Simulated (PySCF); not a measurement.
**[Nd(H2CO)]2+ at several levels of theory**

Computed with PySCF 2.14.0 (density fitting, no spin-orbit coupling) at the geometry relaxed with PBE0:

```xyz
5
[Nd(H2CO)]2+ (singlet in the valence; each metal's 4f electrons, 4 of them, lie in its core potential, out of spins and levels)
Nd    0.0000    0.0000   -0.3427
O     0.0000    0.0000    2.0514
C     0.0000    0.0000    3.2805
H     0.9540    0.0000    3.8441
H    -0.9540    0.0000    3.8441
```

| level | basis | state | HOMO (eV) | gap (eV) | charge on Nd1 (e) | population of f-type functions on Nd1 (polarisation alone where 4f lies in the core) | dipole about the centre of mass (D) | largest force component (eV/Å) |
| --- | --- | --- | --- | --- | --- | --- | --- | --- |
| PBE0 | Nd lcecp-0-SVP with ECP50, O def2-SVP, C def2-SVP, H def2-SVP | singlet | – | – | 1.76 | 0.01 | 1.76 | 0.00 |
| BLYP | the same | singlet | – | – | 1.70 | 0.01 | 1.90 | 1.14 |
| PBE0 | Nd lcecp-0-TZVP with ECP50, O def2-TZVP, C def2-TZVP, H def2-TZVP | singlet | – | – | 1.83 | 0.02 | 1.80 | 0.28 |

In the lcecp rows the 4f levels are missing from HOMO and gap, and the state counts the valence alone.

Charges are Mulliken's, which hang on the basis. The relaxation used the grid (50, 194), these runs (75, 302) or, all-electron (x2c bases, spin-free X2C Hamiltonian), (99, 590).

(1) What does BP86 with Nd lcecp-0-SVP with ECP50, O def2-SVP, C def2-SVP, H def2-SVP give here?

An lcecp potential fixes the number of 4f electrons, so in runs with it no electron can move into or out of that shell; real Nd(II) is rare or takes another configuration.

Results:

(1) state singlet, charge on Nd1 (e) 1.72, population of f-type functions on Nd1 (polarisation alone where 4f lies in the core) 0.01, dipole about the centre of mass (D) 1.87, largest force component (eV/Å) 1.06. Time: 2.3 s on 2 threads of Arm Neoverse V1 (shared host), from an already converged density.
